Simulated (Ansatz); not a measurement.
Geometry optimisation, RKS revPBE-D4/def2-SVP in Ansatz 0.2.0.

The input (input.yaml):

```yaml
crystal:
  periodic: [false, false, false]
  atoms:
    - { symbol: C, position_ang: [-0.8787, 0.6854, -0.8095] }
    - { symbol: "N", position_ang: [-0.467, -0.6352, -0.5928] }
    - { symbol: Sn, position_ang: [0.48283, -1.26015, -2.28485] }
    - { symbol: H, position_ang: [-1.5319, 0.7569, -1.7033] }
    - { symbol: H, position_ang: [-1.4906, 1.0853, 0.0457] }
    - { symbol: H, position_ang: [-0.0691, 1.4245, -1.0218] }
    - { symbol: H, position_ang: [-1.33902, -1.22813, -0.51752] }
    - { symbol: H, position_ang: [0.92574, -2.96283, -2.16233] }
    - { symbol: H, position_ang: [1.9373, -0.28405, -2.62282] }
    - { symbol: H, position_ang: [-0.58778, -1.12034, -3.68827] }
basis:
  gaussian: { orbitals: def2-SVP }
hamiltonian:
  xc: revpbe
  dispersion: d4
relax:
  f_tol: 0.015
  max_steps: 40
```

Run as:

```bash
$ ansatz run input.yaml --threads 1 --pin off --max-ram 2048MiB --backend cpu --events-out ev --progress --plain --runs-dir out
```

Question: Where does it end, and by what steps?

Answer: The run converged. After 7 steps the energy has fallen by 0.349 eV; H4 moved furthest, 0.38 Å.

| step | energy less start (eV) | largest force component (eV/Å) | accepted |
| --- | --- | --- | --- |
| 0 | 0.0000 | 2.392 | yes |
| 1 | -0.2683 | 0.961 | yes |
| 2 | -0.3255 | 0.517 | yes |
| 3 | -0.3075 | 0.540 | no |
| 4 | -0.3409 | 0.299 | yes |
| 5 | -0.3473 | 0.072 | yes |
| 6 | -0.3485 | 0.024 | yes |
| 7 | -0.3486 | 0.004 | yes |

```xyz
10
Properties=species:S:1:pos:R:3
C -0.982 0.765 -0.803
N -0.474 -0.605 -0.757
Sn 0.526 -1.342 -2.424
H -1.806 0.964 -1.536
H -1.360 1.070 0.199
H -0.156 1.465 -1.052
H -1.215 -1.256 -0.465
H 0.873 -2.996 -2.062
H 1.963 -0.387 -2.550
H -0.388 -1.216 -3.905
```

Run time: 13 s on 1 thread of Intel(R) Xeon(R) 6975P-C (Granite Rapids), on a shared host, peak memory 0.14 GiB.
